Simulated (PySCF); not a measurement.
**Excitation energy of Mo²⁺ by level of theory**

Mo²⁺ [Kr] 4d4 (5D) → Mo²⁺ [Kr] 4d3 5s1 (5F), as a difference of total energies. All numbers are calculated (PySCF 2.14, a scalar-relativistic core potential, in def2-QZVPPD with the def2 core potential (28 electrons)). Correlated levels: valence: 4s2 4p6 frozen; valence and next inner shell: nothing frozen outside the core potential. The calculations carry no spin-orbit coupling.

```csv
method,excitation energy (eV)
UHF,3.866
LDA,3.611
PBE,3.672
PBE0,3.879
r2SCAN,3.630
MN15,3.951
PBEsol,3.698
M06-2X,4.081
PW91,3.671
MP2 (valence),4.055
SCS-MP2 (valence),3.929
MP2 (valence and next inner shell),3.977
SCS-MP2 (valence and next inner shell),3.925
```

**Question.** How much does correlation contribute at MP2 (valence and next inner shell)?

**Answer.** 3.977 − (3.866) = 0.111 eV, measured against UHF.
